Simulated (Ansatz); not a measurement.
Reaction (formal hydrolysis of the Si–Cl bond): `OC[SiH](S)Cl` + H₂O → `OC[SiH](O)S` + HCl

Gas-phase electronic energies from Ansatz, PBE0-D4/def2-TZVP geometries. CBS: MP2 limit from def2 TZ/QZ plus the TZ coupled-cluster correction, frozen cores. This one scheme is used for every species. Functionals use def2-TZVPP. Each species was taken in one conformer, which may not be the lowest.

(1) Is it downhill or uphill in electronic energy at CCSD(T)/CBS, and by how much? (Estimate.)

(2) What do these levels give: PBE0-D4, B2PLYP, HF/def2-TZVPP, SCS-MP2/def2-TZVPP, HF/def2-QZVPP, HF/CBS(def2)? (Best estimate.)

Largest T1 diagnostic among the species: 0.011.

Results:

(1) Computed: Uphill: ΔE = +3.5 kJ/mol.

(2) The calculation gave: PBE0-D4 6.0, B2PLYP -2.3, HF/def2-TZVPP -4.0, SCS-MP2/def2-TZVPP -1.0, HF/def2-QZVPP -4.2, HF/CBS(def2) -4.2 kJ/mol.

The D4 term adds +3.2 kJ/mol with B3LYP and +1.8 kJ/mol with PBE0; it sums over pairs of atoms, weighted by their polarisabilities, and B3LYP, whose exchange is more repulsive, gets the larger term.

B3LYP here is the variant with VWN-RPA as its local correlation; programs differ in this.
